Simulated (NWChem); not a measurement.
Isomers of C2H6FNSi, each optimised at B3LYP/6-31G* with NWChem, gas phase unless a solvent is named. Flexible species stand in one conformer each, which need not be the lowest. Pople sets run with spherical d functions. Low-valent species are run as closed-shell singlets; no triplet was tried in these runs. Relative energies count from the lowest isomer at each level and are electronic, without zero-point energy, on those geometries. Shieldings are non-relativistic GIAO values without spin-orbit effects.

A: N1C[SiH](C1)F
B: C=C(F)[SiH2]N
C: CN(C)[Si]F
D: C/N=C\[SiH2]F

```
quantity                                                          A      B      C     D
-------------------------------------------------------------  ----  -----  -----  ----
relative energy, Hartree-Fock/def2-SVP (kcal/mol)              17.7   32.6    0.0  16.3
dipole (D), B3LYP/6-31G*                                       1.31   1.28   2.49  1.78
SMD solvation free energy in toluene, B3LYP/6-31G* (kcal/mol)  -2.5   -2.0   -3.1  -2.1
29Si shift against tetramethylsilane, B3LYP/6-31G* (ppm)       20.9  -25.6  101.8   2.4
```
